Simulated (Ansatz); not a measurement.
**Molecular dynamics of ClF2GeH**

Input:

```yaml
crystal:
  periodic: [false, false, false]
  atoms:
    - { symbol: Ge, position_ang: [-0.02546, 0.044659, 0.046773] }
    - { symbol: H, position_ang: [0.007242, -0.012294, 1.584684] }
    - { symbol: F, position_ang: [1.598979, 0.009438, -0.590525] }
    - { symbol: Cl, position_ang: [-1.026373, 1.778445, -0.758158] }
    - { symbol: F, position_ang: [-0.807089, -1.379649, -0.590873] }
basis:
  gaussian: { orbitals: def2-SVP }
hamiltonian:
  xc: blyp
  dispersion: d4
md:
  timestep: 1.0
  n_steps: 300
  ensemble: nvt_nose_hoover
  temperature: 300.0
  initial_velocities: maxwell_boltzmann
  seed: 157679
  nose_hoover: { tau: 20.0, chain_length: 3 }
```

Run as:

```bash
$ ansatz run input.yaml --threads 2 --pin off --max-ram 3072MiB --backend cpu --events-out ev --progress --plain --runs-dir out
```

It starts from a relaxed structure.

Output, in part (step lines, the closing report, with atoms numbered from 0):

```
md step     0: t =     0.00 fs  T =   300.0 K  F+E_penalty+E_count = -74479.66542229 eV  E_kin = 0.116334 eV  conserved = -74479.54908829 eV  (26 SCF iters)
[... lines left out ...]
Total energy: -74479.62857833 eV, -2737.0758661480 hartree
Atom 0 at    -0.013981     0.030864     0.071830 Å, force    -0.703778    -0.071240    -0.844499 eV/Å
Atom 1 at     0.084040    -0.117982     1.578794 Å, force    -0.054146     0.044248     0.378603 eV/Å
Atom 2 at     1.571433     0.061699    -0.623811 Å, force     0.415219    -0.118187    -0.090738 eV/Å
Atom 3 at    -1.015376     1.768390    -0.769910 Å, force     0.054778    -0.126630     0.286525 eV/Å
Atom 4 at    -0.848021    -1.354802    -0.631138 Å, force     0.287927     0.271809     0.270109 eV/Å
Dipole moment:    -0.028047     0.085733     0.465633 e Å
```

The steps, from the saved trajectory:

```tsv
time (fs)	T (K)	potential energy less start (eV)	conserved less start (meV/atom)
0	300	0.000	0.00
10	141	0.066	0.15
20	221	0.056	0.19
30	211	0.115	0.12
40	201	0.158	0.17
50	288	0.162	0.38
60	82	0.253	0.47
70	668	0.058	0.01
80	377	0.156	0.16
90	417	0.101	0.42
100	252	0.078	0.19
110	198	0.074	0.05
120	207	0.064	0.17
130	26	0.138	0.34
140	326	0.048	0.14
150	220	0.125	0.18
160	418	0.073	0.36
170	250	0.135	0.41
180	320	0.105	0.06
190	418	0.069	0.06
200	64	0.204	0.48
210	428	0.082	0.22
220	247	0.170	0.15
230	544	0.115	0.44
240	478	0.234	0.91
250	514	0.205	0.52
260	477	0.086	0.07
270	111	0.176	0.30
280	287	0.094	0.30
290	166	0.131	0.09
300	438	0.037	0.01
```

All steps were run. The conserved energy stayed within 0.91 meV per atom of its start (net change 0.0086 meV per atom), so the integration is sound. The mean temperature of the second half is 12 % above the set value. A run of 0.3 ps of so small a system gives no equilibrium averages.

The same pairs are bonded in the first frame and the last. Pairs count as bonded within 1.25 times the sum of covalent radii (0.12 Å more for H–H).

Last frame:

```xyz
5
Properties=species:S:1:pos:R:3
Ge -0.014 0.031 0.072
H 0.084 -0.118 1.579
F 1.571 0.062 -0.624
Cl -1.015 1.768 -0.770
F -0.848 -1.355 -0.631
```

The run took 5.1 min on 2 threads of Arm Neoverse V1, with other jobs on the host, peak memory 0.12 GiB.
